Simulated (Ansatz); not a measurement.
Relaxation of Si4⁻ with UKS B3LYP-D4/def2-TZVPD.

```sh
$ ansatz run in.yaml --threads 4 --pin off --events-out ev --progress --plain --max-ram 3916MiB
```

```yaml
crystal:
  periodic: [false, false, false]
  atoms:
    - {symbol: Si, position_ang: [-1.525910, -2.888760, 0.209350]}
    - {symbol: Si, position_ang: [0.510550, 0.967350, -0.069460]}
    - {symbol: Si, position_ang: [-0.510620, -0.967030, 0.074810]}
    - {symbol: Si, position_ang: [1.525990, 2.888440, -0.214710]}
basis:
  gaussian: {orbitals: def2-TZVPD}
total_charge: -1
magnetization: {spin_polarized: true, initial_magnetization: 1}
hamiltonian: {xc: {name: B3LYP}, dispersion: d4}
scf: {lower_state_search: "off"}
output: {orbitals: {seedname: orbitals}}
relax: {f_tol: 0.02, max_steps: 100}
```

It took 11 s on 4 threads of Arm Neoverse V1 on a shared host.

Positions (Å) and forces (eV/Å) at steps 1, 2, 3 of 3:

```xyz
4
step=1 energy=-31510.6614 eV
Si   -1.526   -2.889    0.209    0.279    0.527   -0.036
Si    0.511    0.967   -0.069    0.312    0.591   -0.045
Si   -0.511   -0.967    0.075   -0.311   -0.589    0.041
Si    1.526    2.888   -0.215   -0.280   -0.529    0.040
4
step=2 energy=-31510.6855 eV
Si   -1.512   -2.862    0.208    0.057    0.108   -0.007
Si    0.512    0.969   -0.070    0.085    0.162   -0.012
Si   -0.512   -0.969    0.075   -0.085   -0.161    0.011
Si    1.512    2.862   -0.213   -0.057   -0.108    0.009
4
step=3 energy=-31510.6865 eV
Si   -1.510   -2.859    0.208    0.006    0.012    0.000
Si    0.513    0.973   -0.070   -0.008   -0.016    0.001
Si   -0.513   -0.972    0.074    0.008    0.015   -0.002
Si    1.510    2.859   -0.212   -0.006   -0.012    0.001
```

Another isomer (doublet) lies 2.59 eV lower at PBE0-D4/def2-TZVPD; other spin states weren't run for this one.
